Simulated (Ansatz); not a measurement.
Cu3H3⁻ (the lowest doublet isomer of a short search), 6 atoms. Hardware: 4 threads of Arm Neoverse V2 on a shared host.

Correlated methods freeze 27 core orbitals.

Question: How many basis functions does each of these Ansatz runs have, and roughly what does it cost? r2SCAN0-D4/def2-TZVPD, charge -1 quartet, energy, from earlier orbitals; LC-ωPBE (ω = 0.15 bohr⁻¹)/def2-TZVPD, charge -1 quartet, energy, from earlier orbitals; CCSD(T)/def2-SVPD, charge -1 quartet, energy, from earlier orbitals; LC-ωPBE (ω = 0.30 bohr⁻¹)/def2-TZVPD, charge -1 doublet, energy, from earlier orbitals; LDA (SPW92)/def2-TZVPD, charge -1 doublet, energy, from earlier orbitals; BLYP-D4/def2-TZVPD, charge -1 quartet, energy, from earlier orbitals; PBE-D4/def2-TZVPD, charge -1 quartet, energy, from earlier orbitals; LDA (SPW92)/def2-TZVPD, charge -1 quartet, energy, from earlier orbitals; PBE-D4/def2-TZVPD, charge 0 triplet at the geometry of the charge -1 doublet, energy, from earlier orbitals; LC-ωPBE (ω = 0.10 bohr⁻¹)/def2-TZVPD, charge 0 singlet at the geometry of the charge -1 doublet, energy, from earlier orbitals; PBE-D4/def2-TZVPD, charge 0 singlet at the geometry of the charge -1 doublet, energy, from earlier orbitals; LC-ωPBE (ω = 0.10 bohr⁻¹)/def2-TZVPD, charge -1 quartet, energy, from earlier orbitals.

Answer: Other jobs shared the machine, so times can vary by a factor of up to 3. A dash marks memory too small to be measured apart from the calling script's.

```
                                                                                                                           run  functions  fitting or Cholesky vectors  wall time  peak host memory (GiB)
                                                      LDA (SPW92)/def2-TZVPD, charge -1 doublet, energy, from earlier orbitals        171                         1560        2 s                       –
                                                      LDA (SPW92)/def2-TZVPD, charge -1 quartet, energy, from earlier orbitals        171                         1560        2 s                       –
                   PBE-D4/def2-TZVPD, charge 0 singlet at the geometry of the charge -1 doublet, energy, from earlier orbitals        171                         1560      2.6 s                       –
LC-ωPBE (ω = 0.10 bohr⁻¹)/def2-TZVPD, charge 0 singlet at the geometry of the charge -1 doublet, energy, from earlier orbitals        171                         1560      4.1 s                       –
                                                           PBE-D4/def2-TZVPD, charge -1 quartet, energy, from earlier orbitals        171                         1560      4.3 s                       –
                                                          BLYP-D4/def2-TZVPD, charge -1 quartet, energy, from earlier orbitals        171                         1560      4.7 s                       –
                                        LC-ωPBE (ω = 0.15 bohr⁻¹)/def2-TZVPD, charge -1 quartet, energy, from earlier orbitals        171                         1560      5.5 s                       –
                                        LC-ωPBE (ω = 0.30 bohr⁻¹)/def2-TZVPD, charge -1 doublet, energy, from earlier orbitals        171                         1560      5.5 s                       –
                                        LC-ωPBE (ω = 0.10 bohr⁻¹)/def2-TZVPD, charge -1 quartet, energy, from earlier orbitals        171                         1560      7.5 s                       –
                   PBE-D4/def2-TZVPD, charge 0 triplet at the geometry of the charge -1 doublet, energy, from earlier orbitals        171                         1560        9 s                       –
                                                       r2SCAN0-D4/def2-TZVPD, charge -1 quartet, energy, from earlier orbitals        171                         1662       14 s                     0.8
                                                           CCSD(T)/def2-SVPD, charge -1 quartet, energy, from earlier orbitals        126                         1330       55 s                     1.4
```
